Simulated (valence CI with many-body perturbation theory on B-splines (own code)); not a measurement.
# E1 line list for Yb LXIII

Method: relativistic CI+MBPT: six valence electrons over a frozen Dirac-Fock core [He], radial functions for each j: 9 s, 9 p, 8 d, 6 f, 3 g, 1 h, with the one-electron correlation potential Σ1, the two-electron term Σ2, the three-electron term Σ3, Breit, model QED; selected CI, second order for the rest, scaled by the run's own slope (own B-spline code, finite nucleus).

The last digits are not significant, and no measured levels were compared; by estimate large intervals hold to a few tenths of a per cent, small ones and those within an open d or f shell to about a per cent. Among the levels kept, up to 2100 cm⁻¹ of a level comes from second order outside the variational space, and about a tenth of that is noise between levels of different J, which matters for small intervals.

Lines 1 to 50 of 192 in falling wavelength, among levels below 75061 × 10³ cm⁻¹, chosen from the strongest by gf and those to the six lowest levels. Wavelengths and rates use the calculated energies. Electric multipoles are in the length gauge with retardation, E1 and E2 with the static RPA response of the core. Weak lines are less certain than strong ones. Lines between different terms over intervals too small for the method are left out, as are lines whose strength nearly cancels. Where a level lies close to another of its J and parity, the split of strength between their lines is uncertain. The highest levels of a list are the least certain.

Levels are named by their leading jj configuration (3d3/2^4 stands for four electrons in 3d with j = 3/2), which in mixed levels can hold well under half, so a name can repeat and another be missing. Letters in brackets count levels of one name in rising energy.

```tsv
λ vac (nm)	Upper	Lower	A (s⁻¹)	S (a.u.)
13.47	(2s 2p1/2^2 2p3/2^2 3p1/2) J=2	(2s 2p1/2^2 2p3/2^2 3s) J=2 [a]	1.66e+09	1.00e-02
13.26	(2s 2p1/2^2 2p3/2^2 3p1/2) J=3	(2s 2p1/2^2 2p3/2^2 3s) J=2 [a]	4.72e+09	3.80e-02
12.19	(2s^2 2p1/2 2p3/2^2 3p1/2) J=3	(2s^2 2p1/2 2p3/2^2 3s) J=2 [b]	6.24e+09	3.91e-02
11.85	(2s^2 2p1/2 2p3/2^2 3p1/2) J=1 [b]	(2s^2 2p1/2 2p3/2^2 3s) J=1 [b]	8.28e+09	2.04e-02
11.83	(2s^2 2p1/2^2 2p3/2 3p1/2) J=2	(2s^2 2p1/2^2 2p3/2 3s) J=1	6.26e+09	2.56e-02
11.72	(2s^2 2p1/2 2p3/2^2 3p1/2) J=2 [a]	(2s^2 2p1/2 2p3/2^2 3s) J=1 [a]	4.98e+09	1.98e-02
11.48	(2s^2 2p1/2 2p3/2^2 3p1/2) J=1 [b]	(2s^2 2p1/2 2p3/2^2 3s) J=0	4.64e+09	1.04e-02
11.36	(2s^2 2p1/2 2p3/2^2 3p1/2) J=1 [a]	(2s^2 2p1/2 2p3/2^2 3s) J=2 [a]	1.17e+10	2.54e-02
11.30	(2s^2 2p1/2 2p3/2^2 3p1/2) J=3	(2s^2 2p1/2 2p3/2^2 3s) J=3	6.51e+09	3.24e-02
11.10	(2s^2 2p1/2^2 2p3/2 3p1/2) J=1	(2s^2 2p1/2^2 2p3/2 3s) J=2	1.28e+10	2.60e-02
10.94	(2s^2 2p1/2^2 2p3/2 3p1/2) J=2	(2s^2 2p1/2^2 2p3/2 3s) J=2	8.52e+09	2.75e-02
10.58	(2s^2 2p1/2 2p3/2^2 3p1/2) J=2 [a]	(2s^2 2p1/2 2p3/2^2 3s) J=2 [a]	7.58e+09	2.22e-02
10.28	(2s 2p1/2^2 2p3/2^2 3p1/2) J=2	(2s 2p1/2^2 2p3/2^2 3s) J=3	1.54e+10	4.13e-02
10.25	(2s^2 2p1/2^2 2p3/2 3d3/2) J=3	(2s^2 2p1/2^2 2p3/2 3p3/2) J=3	3.01e+09	1.12e-02
10.16	(2s 2p1/2^2 2p3/2^2 3p1/2) J=3	(2s 2p1/2^2 2p3/2^2 3s) J=3	9.73e+09	3.53e-02
9.010	(2s^2 2p1/2 2p3/2^2 3p1/2) J=2 [b]	(2s^2 2p1/2 2p3/2^2 3s) J=2 [b]	6.22e+09	1.12e-02
8.512	(2s^2 2p1/2 2p3/2^2 3p1/2) J=2 [b]	(2s^2 2p1/2 2p3/2^2 3s) J=3	2.25e+10	3.42e-02
8.349	(2s^2 2p1/2 2p3/2^2 3p1/2) J=0	(2s^2 2p1/2 2p3/2^2 3s) J=1 [b]	3.99e+10	1.15e-02
7.817	(2s^2 2p1/2 2p3/2^2 3p1/2) J=2 [b]	(2s^2 2p1/2 2p3/2^2 3s) J=1 [a]	5.68e+09	6.69e-03
7.295	(2s^2 2p1/2 2p3/2^2 3p1/2) J=2 [b]	(2s^2 2p1/2 2p3/2^2 3s) J=2 [a]	5.28e+09	5.06e-03
6.985	(2s^2 2p1/2^2 2p3/2 3d5/2) J=2	(2s^2 2p1/2^2 2p3/2 3p3/2) J=2	2.05e+10	1.72e-02
6.895	(2s^2 2p1/2^2 2p3/2 3d5/2) J=1	(2s^2 2p1/2^2 2p3/2 3p3/2) J=0	3.03e+10	1.47e-02
6.437	(2s^2 2p1/2^2 2p3/2 3d5/2) J=3	(2s^2 2p1/2^2 2p3/2 3p3/2) J=2	6.07e+10	5.59e-02
6.401	(2s^2 2p1/2^2 2p3/2 3d5/2) J=4	(2s^2 2p1/2^2 2p3/2 3p3/2) J=3	7.42e+10	8.64e-02
6.069	(2s^2 2p1/2^2 2p3/2 3d5/2) J=2	(2s^2 2p1/2^2 2p3/2 3p3/2) J=1	5.27e+10	2.91e-02
5.641	(2s^2 2p1/2^2 2p3/2 3d5/2) J=3	(2s^2 2p1/2^2 2p3/2 3p3/2) J=3	1.71e+10	1.06e-02
5.368	(2s^2 2p1/2^2 2p3/2 3d5/2) J=1	(2s^2 2p1/2^2 2p3/2 3p3/2) J=1	5.73e+10	1.31e-02
3.767	(2s 2p1/2^2 2p3/2^2 3p1/2) J=2	(2s^2 2p1/2 2p3/2^2 3p1/2) J=1 [a]	2.58e+10	3.41e-03
3.486	(2s 2p1/2^2 2p3/2^3) J=2	(2s^2 2p1/2 2p3/2^3) J=2	3.53e+10	3.69e-03
3.312	(2s 2p1/2^2 2p3/2^3) J=2	(2s^2 2p1/2 2p3/2^3) J=1	4.34e+10	3.89e-03
3.252	(2s 2p1/2 2p3/2^4) J=1	(2s^2 2p3/2^4) J=0	5.16e+10	2.63e-03
3.206	(2s^2 2p1/2 2p3/2^2 3p3/2) J=2 [a]	(2s^2 2p1/2 2p3/2^2 3s) J=2 [b]	2.86e+10	2.32e-03
3.194	(2s 2p1/2^2 2p3/2^2 3s) J=1 [b]	(2s^2 2p1/2 2p3/2^2 3s) J=2 [b]	5.45e+10	2.63e-03
3.041	(2s^2 2p1/2 2p3/2^2 3p3/2) J=2 [a]	(2s^2 2p1/2 2p3/2^2 3s) J=1 [a]	2.84e+11	1.97e-02
3.036	(2s^2 2p1/2 2p3/2^2 3p3/2) J=1 [b]	(2s^2 2p1/2 2p3/2^2 3s) J=0	5.30e+10	2.20e-03
3.024	(2s^2 2p1/2 2p3/2^2 3p3/2) J=1 [a]	(2s^2 2p1/2 2p3/2^2 3s) J=2 [b]	3.81e+11	1.56e-02
3.015	(2s^2 2p1/2 2p3/2^2 3p3/2) J=0	(2s^2 2p1/2 2p3/2^2 3s) J=1 [a]	8.18e+11	1.11e-02
3.007	(2s^2 2p1/2 2p3/2^2 3p3/2) J=2 [b]	(2s^2 2p1/2 2p3/2^2 3s) J=1 [b]	2.13e+11	1.43e-02
3.002	(2s^2 2p1/2 2p3/2^2 3p3/2) J=3 [b]	(2s^2 2p1/2 2p3/2^2 3s) J=2 [b]	3.69e+11	3.45e-02
3.001	(2s^2 2p1/2^2 2p3/2 3p3/2) J=1	(2s^2 2p1/2^2 2p3/2 3s) J=1	6.89e+11	2.76e-02
2.981	(2s 2p1/2^2 2p3/2^2 3s) J=2 [b]	(2s^2 2p1/2 2p3/2^2 3s) J=3	4.53e+10	2.96e-03
2.958	(2s^2 2p1/2 2p3/2^2 3p3/2) J=2 [a]	(2s^2 2p1/2 2p3/2^2 3s) J=2 [a]	2.21e+11	1.41e-02
2.951	(2s^2 2p1/2 2p3/2^2 3p3/2) J=4	(2s^2 2p1/2 2p3/2^2 3s) J=3	9.02e+11	1.03e-01
2.945	(2s^2 2p1/2 2p3/2^2 3p3/2) J=3 [b]	(2s^2 2p1/2 2p3/2^2 3s) J=3	5.12e+11	4.52e-02
2.944	(2s^2 2p1/2^2 2p3/2 3d3/2) J=2	(2s^2 2p1/2^2 2p3/2 3p1/2) J=2	3.02e+11	1.90e-02
2.943	(2s^2 2p1/2^2 2p3/2 3p3/2) J=3	(2s^2 2p1/2^2 2p3/2 3s) J=2	9.08e+11	8.00e-02
2.941	(2s^2 2p1/2^2 2p3/2 3p3/2) J=1	(2s^2 2p1/2^2 2p3/2 3s) J=2	1.61e+11	6.06e-03
2.933	(2s^2 2p1/2^2 2p3/2 3d3/2) J=2	(2s^2 2p1/2^2 2p3/2 3p1/2) J=1	3.17e+11	1.97e-02
2.928	(2s^2 2p1/2 2p3/2^2 3p3/2) J=3 [a]	(2s^2 2p1/2 2p3/2^2 3s) J=2 [a]	9.45e+11	8.20e-02
2.891	(2s^2 2p1/2^2 2p3/2 3d3/2) J=3	(2s^2 2p1/2^2 2p3/2 3p1/2) J=2	6.44e+11	5.38e-02
```
